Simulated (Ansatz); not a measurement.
Ansatz (a program for electronic structure) input:

Ansatz 0.2 input:
```yaml
crystal:
  periodic: [false, false, false]
  atoms:
    - {symbol: C, position_ang: [-0.83492360, -0.09696229, 0.35795689]}
    - {symbol: C, position_ang: [-1.02236341, -1.07740221, 1.46587702]}
    - {symbol: C, position_ang: [-2.01411894, 0.23973817, -0.49057967]}
    - {symbol: As, position_ang: [0.94449484, 0.19688545, -0.34622908]}
    - {symbol: H, position_ang: [-1.20394478, -2.09540030, 1.08839663]}
    - {symbol: H, position_ang: [-1.89820080, -0.81341417, 2.06878536]}
    - {symbol: H, position_ang: [-0.15915785, -1.12982578, 2.13148358]}
    - {symbol: H, position_ang: [-2.32364000, -0.60834452, -1.12044936]}
    - {symbol: H, position_ang: [-1.82581433, 1.08364366, -1.15636423]}
    - {symbol: H, position_ang: [-2.87881736, 0.48893267, 0.13430273]}
    - {symbol: H, position_ang: [0.74257292, 1.66656348, -0.71280373]}
    - {symbol: H, position_ang: [1.60710826, 0.51838292, 0.99268308]}
basis:
  gaussian:
    orbitals: aug-cc-pVDZ
magnetization: {spin_polarized: true, initial_magnetization: 1}
correlation: {method: ccsd_t, electrons: outside_noble_gas}
output: {forces: true}
```

Task: Which total energy does the run end on?

Result: -2353.02248 Eh (CCSD(T)/aug-cc-pVDZ). The basis has 177 functions.

It need not be the lowest isomer of its formula.
